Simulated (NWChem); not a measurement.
System: BeGeNH₅; SMILES [NH2][Be][GeH3]

The following NWChem deck was run.

```
start job
memory heap 200 mb stack 900 mb global 1100 mb
geometry units angstroms noautoz
  Be     0.004711    -1.294518    -0.006332
  N     -0.000282    -2.793310     0.001866
  H      0.825774    -3.380460     0.005794
  H     -0.829749    -3.375596     0.007188
  Ge     0.005422     0.909126    -0.009319
  H     -1.346756     1.521755     0.455180
  H      1.070088     1.533137     0.936647
  H      0.277903     1.546016    -1.400628
end
basis spherical
  Be library def2-tzvp
  N library def2-tzvp
  H library def2-tzvp
  Ge library def2-tzvp
end
dft
  xc becke88 lyp
  iterations 150
  mulliken
end
task dft energy
```

Structure relaxed at the B3LYP/6-31G* (spherical d) level.

Q: Give the results of this calculation. (BLYP/def2-TZVP.) Quantities: energy (Ha); highest occupied level (eV); orbital gap (eV); dipole (D).

A: The energy (Ha) is -2149.59. The highest occupied level (eV) is -6.11, the orbital gap (eV) comes out as 4.79 and the dipole (D) is 2.64.
